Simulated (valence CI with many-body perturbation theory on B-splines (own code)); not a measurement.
## Run record, Ar⁴⁺

Calculated by relativistic CI+MBPT: four valence electrons over a frozen Dirac-Fock core [Ne], a basis of 6 s, 6 p, 5 d, 3 f, 1 g functions for each j, with the one-electron correlation potential Σ1 (screened to all orders), the two-electron term Σ2, the three-electron term Σ3, Breit; selected single and double excitations, second order for the rest, scaled by the run's own slope (own B-spline code, finite nucleus).

Command, and the settings that its task file holds:

```sh
python run_cv.py task.json out
```

```
atom Ar  Z=18  mass_number=40  rms_radius_fm=3.4274
core [Ne]
valence 3s2 3p2
avg = 1
basis = S
breit = 1
cap = 10000
capref = 1200
cscale = 1
de = 0.0
dress = 0
eps = 2e-08
extrap = 1
h = 0.27
hh = 1
l2 = 3
lcore = 6
maxit = 60
n2 = 5
natural = 1
nlev = 20
nno = [3, 3, 3, 2, 1]
nroot = 26
nsp = [3, 3, 2, 1, 0]
pt2 = 1
qed = 0
rpa = 1
s1 = 1
s2 = 1
s3 = 1
screen = 1
tol = 2e-05
whole = 1
```

It took 20 s on 1 thread of Arm Neoverse V1, on a shared host.

Log. The first blocks belong to the next ion, which gives the ionisation energy. Fields: 2J, parity (1 odd), roots, reference size, generating configurations, candidates as configurations/state functions, variational space P, stored matrix elements, Davidson steps; e2 is the range of second-order energies in hartree. The first line gives the box (bohr), its intervals, the orbitals and the steps of their self-consistent field. Window is the range of levels sought, series limit the energy at which the first omitted orbital would enter, core excitation an estimate of the first excitation out of the core, left out the lowest levels not solved, and shifts from estimates the range by which levels moved from their first estimate, all in cm⁻¹.

```
rmax 15.8 intervals 65 orbitals 36 references ['3s2 3p2', '3s 3p3', '3s2 3p 3d'] scf 8 t 1.4
2J=1 par=1 roots 2 ref 37 generators 13 cand 660/963 P 690/1000 nnz 0 it 0
2J=1 par=1 roots 2 ref 37 generators 33 cand 1003/1496 P 1693/2496 nnz 0 it 7
   second order: generators 59 cand 1384/2012 e2 -0.00001 -0.00000
2J=3 par=1 roots 2 ref 57 generators 18 cand 496/943 P 533/1000 nnz 0 it 0
2J=3 par=1 roots 2 ref 57 generators 43 cand 1034/2162 P 1567/3162 nnz 1.4e+06 it 6
   second order: generators 70 cand 2028/4197 e2 -0.00001 -0.00001
reference levels 467, estimated 51, window 218993 1/cm; series limit 478780, core excitation 2018931
2J=0 par=0 roots 3 ref 23 generators 14 cand 592/1124 P 2279/3613 nnz 1.1e+06 it 5
2J=0 par=0 roots 3 ref 23 generators 35 cand 1514/2768 P 3793/6381 nnz 2.5e+06 it 8
   second order: generators 84 cand 11643/22455 e2 -0.00007 -0.00003
2J=2 par=0 roots 2 ref 45 generators 11 cand 347/1008 P 1194/3547 nnz 1.6e+06 it 6
2J=2 par=0 roots 2 ref 45 generators 26 cand 1524/6457 P 2718/10004 nnz 8.6e+06 it 8
   second order: generators 66 cand 11659/54357 e2 -0.00010 -0.00006
2J=4 par=0 roots 3 ref 55 generators 16 cand 312/984 P 1093/3533 nnz 1.7e+06 it 6
2J=4 par=0 roots 3 ref 55 generators 34 cand 1288/6460 P 2381/9993 nnz 9.4e+06 it 10
   second order: generators 86 cand 12707/82350 e2 -0.00025 -0.00012
2J=4 par=1 roots 9 ref 76 generators 34 cand 270/1040 P 1133/3642 nnz 1.6e+06 it 10
2J=4 par=1 roots 9 ref 76 generators 81 cand 1351/6354 P 2484/9996 nnz 8.7e+06 it 9
   second order: generators 175 cand 18145/109973 e2 -0.00073 -0.00009
2J=2 par=1 roots 7 ref 65 generators 26 cand 285/993 P 1274/3539 nnz 1.4e+06 it 8
2J=2 par=1 roots 7 ref 65 generators 58 cand 1662/6461 P 2936/10000 nnz 8.2e+06 it 10
   second order: generators 147 cand 16720/79158 e2 -0.00038 -0.00009
2J=6 par=1 roots 4 ref 62 generators 20 cand 227/985 P 1062/3536 nnz 1.6e+06 it 6
2J=6 par=1 roots 4 ref 62 generators 46 cand 1305/6445 P 2367/9981 nnz 9.4e+06 it 9
   second order: generators 122 cand 16002/110646 e2 -0.00057 -0.00015
2J=0 par=1 roots 3 ref 25 generators 21 cand 651/1058 P 2443/3709 nnz 1.1e+06 it 5
2J=0 par=1 roots 3 ref 25 generators 47 cand 2932/4847 P 5375/8556 nnz 3.7e+06 it 7
   second order: generators 116 cand 12100/23564 e2 -0.00006 -0.00003
2J=8 par=1 roots 1 ref 37 generators 9 cand 225/1064 P 1001/3748 nnz 1.9e+06 it 4
2J=8 par=1 roots 1 ref 37 generators 21 cand 1506/6296 P 2507/10044 nnz 9.2e+06 it 6
   second order: generators 39 cand 9791/67966 e2 -0.00015 -0.00015
left out: unestimated 310139, estimated 272604, shifts from estimates -23 to 39
operators 0.6
```

The Davidson iterations converged.

Against 20 measured levels this calculation errs by 252 cm⁻¹ on average and by 639 at most. These come from a selection out of Saloman, J. Phys. Chem. Ref. Data 39, 033101 (2010). Levels without a partner in it may be off by more.

| Property | Result |
| --- | --- |
| Valence energy | -15.94127 hartree |
| Ionisation energy | 74.714 eV (NIST: 74.84 ± 0.17 eV (semi-empirical)) |
| Reference configurations for the orbitals | 3s2 3p2, 3s 3p3, 3s2 3p 3d |
| Radial orbitals | 36 |
| Box radius | 15.75 bohr |
| Largest variational space | 10044 |
| Lowest levels | 3s²3p² ³P_0 0.000, 3s²3p² ³P_1 0.094, 3s²3p² ³P_2 0.251, 3s²3p² ¹D_2 2.047, 3s²3p² ¹S_0 4.747, 3s3p³ ⁵S°_2 10.605, 3s3p³ ³D°_1 15.080, 3s3p³ ³D°_2 15.086, 3s3p³ ³D°_3 15.102, 3s3p³ ³P°_2 17.598, 3s3p³ ³P°_0 17.599, 3s3p³ ³P°_1 17.599, 3s3p³ ¹D°_2 19.123, 3s²3p3d ³F°_2 23.137 eV |

Names give the largest LS component (configuration and term), which can be under half, so a name can repeat, a term be missing and a line seem to break the LS rules; names also repeat where a configuration has a term twice.
